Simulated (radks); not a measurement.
The numbers below are computed, except where a source is named.
The nitrogen anion N3-, [Ne], held by a Watson sphere: a shell of charge +3 at radius R that stands for the Madelung well of a crystal (potential energy -3/R inside, -3/r outside, in hartree with lengths in bohr). Code: a radial shooting solver on a logarithmic mesh with Libxc functionals. Model: scalar-relativistic Kohn-Sham, LB94 model potential, spin-unpolarised, spherical densities, finite nucleus; Fermi nuclear charge, rms radius of each element as measured or else 0.836 A^(1/3) + 0.57 fm. Response by self-consistent Sternheimer equations with the Hartree and adiabatic LDA kernel, the relativistic mass of each level held fixed and spin-orbit coupling left out. The sphere does not respond.

[
 {"R (bohr)": "1.66", "e(1s) (eV)": "-399.53", "e(2s) (eV)": "-24.959", "e(2p) (eV)": "-13.830", "<r> 2p (bohr)": "1.593", "sum of <r^2> (bohr^2)": "24.37", "X-ray form factor at sin(theta)/lambda = 0.3 1/angstrom": "3.526", "alpha (bohr^3)": "13.02"},
 {"R (bohr)": "2.2", "e(1s) (eV)": "-399.74", "e(2s) (eV)": "-21.486", "e(2p) (eV)": "-11.161", "<r> 2p (bohr)": "1.803", "sum of <r^2> (bohr^2)": "30.96", "X-ray form factor at sin(theta)/lambda = 0.3 1/angstrom": "3.280", "alpha (bohr^3)": "23.89"},
 {"R (bohr)": "2.44", "e(1s) (eV)": "-399.58", "e(2s) (eV)": "-20.276", "e(2p) (eV)": "-10.166", "<r> 2p (bohr)": "1.891", "sum of <r^2> (bohr^2)": "33.95", "X-ray form factor at sin(theta)/lambda = 0.3 1/angstrom": "3.243", "alpha (bohr^3)": "30.93"},
 {"R (bohr)": "3.49", "e(1s) (eV)": "-398.31", "e(2s) (eV)": "-16.762", "e(2p) (eV)": "-6.958", "<r> 2p (bohr)": "2.245", "sum of <r^2> (bohr^2)": "48.13", "X-ray form factor at sin(theta)/lambda = 0.3 1/angstrom": "3.238", "alpha (bohr^3)": "89.07"},
 {"R (bohr)": "3.56", "e(1s) (eV)": "-398.22", "e(2s) (eV)": "-16.603", "e(2p) (eV)": "-6.799", "<r> 2p (bohr)": "2.268", "sum of <r^2> (bohr^2)": "49.17", "X-ray form factor at sin(theta)/lambda = 0.3 1/angstrom": "3.239", "alpha (bohr^3)": "95.15"}
]
